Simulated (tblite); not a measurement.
Record of a relaxation.

Species: C2H5ClGeO2.
SMILES with atom numbers: `[O:1]=[C:2]([OH:3])[GeH2:4][CH2:5][Cl:6]` (hydrogens: H7 on O3; H8, H9 on Ge4; H10, H11 on C5)

Computed with GFN2-xTB (tblite), gas phase: L-BFGS steps from a force-field or distance-geometry start until the largest atomic force falls under 0.01 eV/Å. 12 of its 91 geometries are shown.

Step 0: E = -582.2242 eV, largest atomic force 5.769 eV/Å
```
atom  x, y, z in Å  |  force x, y, z in eV/Å
O1      1.708   -0.011   -1.676   -1.296   0.261   4.248
C2      1.392    0.065   -0.450    4.300  -1.557  -3.517
O3      2.272   -0.423    0.516   -1.327   0.666  -0.377
Ge4    -0.267    0.838    0.145    0.080   1.708   1.423
C5     -1.620   -0.525   -0.077   -0.910  -0.213  -1.072
Cl6    -2.235   -1.120    1.492    0.206   0.009  -0.467
H7      3.159   -0.841    0.344   -1.125   0.560  -0.743
H8     -0.558    2.155   -0.631    0.162  -0.686   0.140
H9     -0.194    1.259    1.650    0.083  -0.256  -0.703
H10    -2.470   -0.054   -0.639    0.455  -0.733   0.479
H11    -1.182   -1.340   -0.700   -0.627   0.242   0.590
```

Step 8: E = -582.8538 eV, largest atomic force 0.170 eV/Å
```
atom  x, y, z in Å  |  force x, y, z in eV/Å
O1      1.766   -0.056   -1.616    0.007   0.026   0.067
C2      1.478    0.074   -0.459    0.072  -0.064  -0.122
O3      2.222   -0.377    0.542    0.106   0.035   0.128
Ge4    -0.217    0.880    0.200   -0.089   0.070   0.111
C5     -1.626   -0.490   -0.113   -0.093  -0.118   0.065
Cl6    -2.208   -1.123    1.446    0.034   0.030   0.035
H7      3.049   -0.801    0.241   -0.110   0.016  -0.038
H8     -0.541    2.093   -0.623    0.011   0.032  -0.038
H9     -0.180    1.252    1.657    0.063  -0.071  -0.091
H10    -2.495   -0.103   -0.637   -0.033   0.064  -0.034
H11    -1.242   -1.345   -0.663    0.032  -0.020  -0.084
```

Step 16: E = -582.8610 eV, largest atomic force 0.058 eV/Å
```
atom  x, y, z in Å  |  force x, y, z in eV/Å
O1      1.777   -0.060   -1.603    0.026  -0.014  -0.020
C2      1.480    0.080   -0.449    0.006  -0.018  -0.052
O3      2.229   -0.352    0.558    0.005  -0.004   0.010
Ge4    -0.225    0.878    0.191   -0.035   0.024   0.040
C5     -1.639   -0.499   -0.115   -0.010   0.003   0.003
Cl6    -2.198   -1.120    1.456    0.033   0.004  -0.037
H7      3.032   -0.802    0.235    0.013   0.019   0.039
H8     -0.537    2.097   -0.630   -0.002   0.000  -0.003
H9     -0.152    1.226    1.645    0.009  -0.012  -0.001
H10    -2.507   -0.100   -0.633   -0.024   0.010   0.016
H11    -1.254   -1.345   -0.680   -0.023  -0.010   0.005
```

Step 25: E = -582.8660 eV, largest atomic force 0.102 eV/Å
```
atom  x, y, z in Å  |  force x, y, z in eV/Å
O1      1.811   -0.086   -1.612    0.016  -0.019   0.010
C2      1.486    0.072   -0.469    0.000  -0.010  -0.036
O3      2.215   -0.323    0.569    0.029  -0.018   0.039
Ge4    -0.223    0.867    0.169   -0.061   0.030   0.048
C5     -1.661   -0.492   -0.126    0.010  -0.011   0.056
Cl6    -2.155   -1.132    1.462    0.012   0.008  -0.059
H7      3.038   -0.767    0.293    0.003   0.019  -0.013
H8     -0.540    2.105   -0.630    0.008  -0.029   0.032
H9     -0.112    1.180    1.635   -0.024  -0.003  -0.099
H10    -2.550   -0.084   -0.604    0.023   0.010   0.039
H11    -1.304   -1.338   -0.711   -0.014   0.024  -0.015
```

Step 33: E = -582.8693 eV, largest atomic force 0.057 eV/Å
```
atom  x, y, z in Å  |  force x, y, z in eV/Å
O1      1.845   -0.121   -1.609   -0.024  -0.018  -0.003
C2      1.492    0.055   -0.478    0.025   0.030   0.002
O3      2.211   -0.302    0.582    0.021  -0.007   0.007
Ge4    -0.223    0.854    0.145   -0.018   0.006   0.024
C5     -1.676   -0.488   -0.129   -0.007   0.004   0.019
Cl6    -2.121   -1.157    1.457    0.016  -0.030   0.011
H7      3.049   -0.728    0.326    0.016  -0.008   0.003
H8     -0.544    2.107   -0.623    0.010  -0.013  -0.031
H9     -0.100    1.157    1.604   -0.006   0.019   0.019
H10    -2.577   -0.053   -0.554    0.008  -0.013  -0.026
H11    -1.350   -1.322   -0.748   -0.041   0.031  -0.025
```

Step 41: E = -582.8822 eV, largest atomic force 0.284 eV/Å
```
atom  x, y, z in Å  |  force x, y, z in eV/Å
O1      1.869   -0.263   -1.558   -0.082   0.017  -0.034
C2      1.528    0.010   -0.443    0.043  -0.030   0.107
O3      2.286   -0.218    0.629   -0.105   0.046  -0.053
Ge4    -0.217    0.831    0.116   -0.042  -0.253  -0.123
C5     -1.735   -0.465   -0.133    0.010   0.070  -0.157
Cl6    -1.975   -1.347    1.390    0.025   0.018  -0.008
H7      3.133   -0.640    0.392   -0.069   0.035   0.003
H8     -0.528    2.058   -0.700    0.061  -0.023  -0.034
H9     -0.125    1.189    1.560    0.001   0.033   0.111
H10    -2.663    0.061   -0.367    0.065  -0.057   0.107
H11    -1.567   -1.213   -0.912    0.093   0.144   0.081
```

Step 49: E = -582.9024 eV, largest atomic force 0.160 eV/Å
```
atom  x, y, z in Å  |  force x, y, z in eV/Å
O1      1.844   -0.360   -1.518    0.003  -0.014   0.061
C2      1.531   -0.032   -0.409   -0.096  -0.052  -0.042
O3      2.318   -0.157    0.653   -0.017  -0.019  -0.004
Ge4    -0.219    0.784    0.109    0.027   0.158  -0.001
C5     -1.766   -0.435   -0.143    0.035  -0.009   0.089
Cl6    -1.856   -1.473    1.298    0.015  -0.073   0.002
H7      3.172   -0.570    0.426   -0.013   0.030  -0.002
H8     -0.475    1.978   -0.770    0.048   0.043  -0.047
H9     -0.166    1.233    1.538    0.012  -0.041   0.002
H10    -2.702    0.116   -0.200   -0.022  -0.005  -0.016
H11    -1.676   -1.081   -1.011    0.009  -0.018  -0.042
```

Step 57: E = -582.9162 eV, largest atomic force 0.123 eV/Å
```
atom  x, y, z in Å  |  force x, y, z in eV/Å
O1      1.824   -0.454   -1.479   -0.029  -0.032   0.115
C2      1.502   -0.078   -0.387    0.013   0.040  -0.105
O3      2.300   -0.116    0.674    0.009  -0.014  -0.019
Ge4    -0.223    0.795    0.090    0.006   0.059   0.012
C5     -1.778   -0.413   -0.132   -0.049  -0.051   0.000
Cl6    -1.748   -1.584    1.211    0.037   0.038  -0.069
H7      3.172   -0.494    0.456   -0.006  -0.031   0.016
H8     -0.407    1.968   -0.842   -0.011  -0.004   0.059
H9     -0.167    1.235    1.521    0.020   0.045  -0.015
H10    -2.724    0.121   -0.076    0.010  -0.022   0.011
H11    -1.746   -0.976   -1.063   -0.001  -0.028  -0.005
```

Step 65: E = -582.9275 eV, largest atomic force 0.075 eV/Å
```
atom  x, y, z in Å  |  force x, y, z in eV/Å
O1      1.770   -0.607   -1.407   -0.008  -0.043  -0.023
C2      1.474   -0.109   -0.359   -0.008  -0.007  -0.031
O3      2.293   -0.052    0.685    0.026   0.013   0.046
Ge4    -0.232    0.817    0.073    0.016   0.041   0.021
C5     -1.788   -0.400   -0.138    0.065   0.006  -0.005
Cl6    -1.580   -1.702    1.056    0.017   0.007   0.025
H7      3.154   -0.469    0.494   -0.006  -0.026   0.005
H8     -0.362    1.989   -0.863   -0.072   0.013  -0.017
H9     -0.155    1.316    1.484   -0.020  -0.025   0.010
H10    -2.736    0.086    0.068   -0.037   0.021   0.024
H11    -1.834   -0.866   -1.119    0.027   0.001  -0.055
```

Step 74: E = -582.9353 eV, largest atomic force 0.051 eV/Å
```
atom  x, y, z in Å  |  force x, y, z in eV/Å
O1      1.721   -0.687   -1.375   -0.031   0.020   0.022
C2      1.459   -0.112   -0.358   -0.005  -0.021  -0.046
O3      2.288   -0.032    0.678    0.027  -0.017   0.020
Ge4    -0.230    0.856    0.068   -0.004   0.029   0.006
C5     -1.757   -0.390   -0.145    0.015  -0.008   0.021
Cl6    -1.493   -1.715    1.016    0.017   0.012  -0.022
H7      3.119   -0.515    0.512   -0.017   0.013   0.006
H8     -0.423    2.028   -0.861    0.010  -0.010   0.011
H9     -0.159    1.334    1.486    0.005   0.003  -0.002
H10    -2.718    0.059    0.094   -0.010   0.012  -0.015
H11    -1.802   -0.825   -1.141   -0.005  -0.032  -0.003
```

Step 82: E = -582.9363 eV, largest atomic force 0.049 eV/Å
```
atom  x, y, z in Å  |  force x, y, z in eV/Å
O1      1.688   -0.698   -1.369    0.005  -0.015  -0.046
C2      1.442   -0.110   -0.356   -0.007   0.000   0.016
O3      2.277   -0.037    0.676    0.016   0.006   0.026
Ge4    -0.232    0.873    0.074   -0.007   0.031  -0.012
C5     -1.743   -0.390   -0.150    0.008   0.002   0.009
Cl6    -1.457   -1.709    1.010    0.003  -0.002   0.007
H7      3.099   -0.534    0.510    0.012  -0.010  -0.002
H8     -0.427    2.046   -0.854    0.008  -0.005   0.011
H9     -0.153    1.346    1.493   -0.015  -0.001  -0.005
H10    -2.711    0.046    0.083   -0.028  -0.004   0.001
H11    -1.778   -0.830   -1.144    0.005  -0.002  -0.004
```

Step 90: E = -582.9370 eV, largest atomic force 0.007 eV/Å
```
atom  x, y, z in Å  |  force x, y, z in eV/Å
O1      1.677   -0.673   -1.385    0.001   0.003   0.005
C2      1.439   -0.103   -0.358   -0.002   0.001  -0.003
O3      2.277   -0.057    0.672   -0.001  -0.002   0.000
Ge4    -0.234    0.881    0.082    0.002   0.000   0.001
C5     -1.737   -0.391   -0.150    0.002  -0.005  -0.004
Cl6    -1.466   -1.685    1.044    0.003   0.001   0.002
H7      3.095   -0.557    0.496    0.001  -0.002   0.000
H8     -0.425    2.056   -0.843    0.001   0.002  -0.001
H9     -0.166    1.348    1.503   -0.004  -0.002  -0.004
H10    -2.716    0.036    0.049    0.003   0.001   0.000
H11    -1.739   -0.853   -1.135   -0.005   0.003   0.004
```

**Question.** Summarise the path.

**Answer.** The energy falls by 0.7127 eV from step 0 to step 90; nine tenths of that is first reached at step 25. It rises by more than 0.2 meV at step 43. The largest force goes from 5.769 to 0.007 eV/Å. Among the bonds O1=C2 changes most, from 1.268 to 1.198 Å; the atoms move by 0.553 Å rms after alignment.

The cost below is that of the whole relaxation. On one thread of an Arm Neoverse V1, no GPU, shared host with 32 logical CPUs at a one-minute load of 24, this took 0.54 s.
